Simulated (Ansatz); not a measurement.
Basis-set extrapolation for AlClFHOSi, SMILES `F[Si]1(Cl)[O][AlH]1` (PBE0-D4/def2-TZVP geometry, frozen core, Ansatz 0.2.0). Multiplicity 1, RHF reference.

```tsv
	def2-TZVPP	def2-QZVPP
HF	-1165.505524	-1165.543411
MP2 correlation	-0.852375	-0.930729
CCSD(T) correlation	-0.912553	not run
```

Energies in hartree. Use E(X) = E(∞) + A·exp(−7.88·√X) for Hartree–Fock and E(X) = E(∞) + B·X^(−2.97) for correlation, with X = 3 and 4, and add CCSD(T) minus MP2 of the smaller set to the MP2 limit.

What is the CCSD(T) energy at the basis-set limit?

HF limit: -1165.543411 + (-0.037887) × 0.13774 = -1165.54863. MP2 limit: -0.930729 + (-0.078354) × 0.74074 = -0.98877. Higher-order term: -0.912553 − (-0.852375) = -0.06018. Total: -1166.59758 hartree, 4.88 eV below CCSD(T)/def2-TZVPP.
